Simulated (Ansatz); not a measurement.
`NC[O][SbH2]` and `NCO[SiH2]Cl` differ in one atom or group.

Ansatz, PBE0-D4/def2-TZVP geometries, multiplicity 1. Each molecule was computed in one conformer, which needn't be the lowest.

Elements past krypton have def2 core potentials.

```csv
property,`NC[O][SbH2]`
LUMO energy (B3LYP/def2-TZVPP) / eV,-0.84
HOMO energy (B3LYP/def2-TZVPP) / eV,-6.52
size of the dipole moment (B3LYP/def2-TZVPP) / D,2.69
size of the dipole moment (ωB97M-V/def2-TZVPP) / D,2.60
HOMO energy (PBE/def2-TZVPP) / eV,-5.48
HOMO energy (ωB97M-V/def2-TZVPP) / eV,-8.84
```

Problem. Give the same properties after the change, and the shifts. (An estimate is asked.)

Solution. Computed: 
```json
{"property": "LUMO energy (B3LYP/def2-TZVPP) / eV", "`NCO[SiH2]Cl`": "0.33", "shift": "1.17"}
{"property": "HOMO energy (B3LYP/def2-TZVPP) / eV", "`NCO[SiH2]Cl`": "-7.56", "shift": "-1.04"}
{"property": "size of the dipole moment (B3LYP/def2-TZVPP) / D", "`NCO[SiH2]Cl`": "1.49", "shift": "-1.20"}
{"property": "size of the dipole moment (ωB97M-V/def2-TZVPP) / D", "`NCO[SiH2]Cl`": "1.48", "shift": "-1.12"}
{"property": "HOMO energy (PBE/def2-TZVPP) / eV", "`NCO[SiH2]Cl`": "-6.32", "shift": "-0.84"}
{"property": "HOMO energy (ωB97M-V/def2-TZVPP) / eV", "`NCO[SiH2]Cl`": "-10.24", "shift": "-1.40"}
```

With PBE0 the HOMO falls by 1.13 eV and the LUMO rises by 1.16 eV, so the gap widens by about 2.29 eV. PBE moves the HOMO by -0.84 eV and ωB97M-V by -1.40 eV. The zero-point energy changes by 16.2 kJ/mol with +3 modes. Dipoles are sizes alone; their direction can turn.

B3LYP here is the variant with VWN-RPA as its local correlation; programs differ in this.

Spin–orbit coupling is left out; it splits and shifts lone-pair levels of the heavy atoms by tenths of an eV.
